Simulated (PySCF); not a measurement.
**Computed vibrations of [Bi2]+**

[Bi2]+ (doublet). PySCF 2.14.0, UKS BP86, Bi def2-SVP with ECP60; non-relativistic Hamiltonian with scalar-relativistic core potentials where named; density fitting; no spin-orbit coupling. Central differences of gradients.

```xyz
2

Bi    0.0000    0.0000    1.3907
Bi    0.0000    0.0000   -1.3907
```

Run from Python with OMP_NUM_THREADS=2. Where DIIS fails, smearing, a level shift and second-order steps follow.
It took 4.3 s on 2 threads of Arm Neoverse V2, on a shared host.

Problem. What are the harmonic wavenumbers and infrared intensities?

Solution. Modes are labelled in D∞h; negative numbers are unstable modes, those under 60 cm⁻¹ near the noise; a finer grid moves soft modes by up to 10 cm⁻¹.
| cm⁻¹ | km/mol | symmetry |
| --- | --- | --- |
| 170 | 0.0 | σg+ |

Problem. Is this a minimum?

Solution. Yes. Ideal gas at 298.15 K and 1 bar: S = 279.2 J/(mol K), Cp = 37.0 J/(mol K), H − H(0 K) = 10.3 kJ/mol (rigid rotor, harmonic modes, spin degeneracy alone).

Open shells may have lower solutions than the one found.
